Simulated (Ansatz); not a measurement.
Frontier orbitals of GeH4S2Si, SMILES `[SiH3][GeH]1[S][S]1`.

| atom | x (Å) | y (Å) | z (Å) |
| --- | --- | --- | --- |
| Si1 | 1.342 | -0.180 | -0.211 |
| Ge2 | -0.851 | 0.538 | 0.328 |
| S3 | -2.233 | -1.081 | 0.894 |
| S4 | -2.417 | -0.190 | -1.038 |
| H5 | 1.956 | 0.783 | -1.159 |
| H6 | 2.157 | -0.241 | 1.029 |
| H7 | 1.203 | -1.520 | -0.825 |
| H8 | -1.157 | 1.891 | 0.982 |

The species carries charge 0 and has multiplicity 1. Correlated methods include outer-core shells of Ge, which these sets cover unevenly. Scalar relativity is left out up to krypton. The geometry is a stationary point of PBE0-D4/def2-TZVP. Basis def2-TZVPP, Ansatz 0.2.0.

```csv
functional,HOMO (eV),LUMO (eV)
CAM-B3LYP,-7.38,-0.23
```

(1) Give HOMO and LUMO (eV) with LDA (SPW92), PBE, revPBE, BLYP, r2SCAN, B97M-V, PBE0, B3LYP, r2SCANh, r2SCAN0, HSE06 (plane-wave form), BHLYP, LC-ωPBE, ωB97X-V, ωB97M-V, HF. (Estimate.)

Results:

(1) The calculation gave: 
```
             functional   HOMO   LUMO
            LDA (SPW92)  -5.08  -2.46
                    PBE  -4.96  -2.26
                 revPBE  -4.91  -2.19
                   BLYP  -4.78  -2.10
                 r2SCAN  -5.18  -2.14
                 B97M-V  -5.28  -2.03
                   PBE0  -6.12  -1.34
                  B3LYP  -5.87  -1.50
                r2SCANh  -5.62  -1.79
                r2SCAN0  -6.27  -1.29
HSE06 (plane-wave form)  -5.73  -1.71
                  BHLYP  -7.13  -0.37
                LC-ωPBE  -8.76   0.78
                ωB97X-V  -8.41   0.71
                ωB97M-V  -8.25   0.57
                     HF  -8.76   1.88
```

B3LYP here is the variant with VWN-RPA as its local correlation; programs differ in this. LC-ωPBE has ω = 0.4 bohr⁻¹. Positive LUMOs are unbound and depend on the basis.
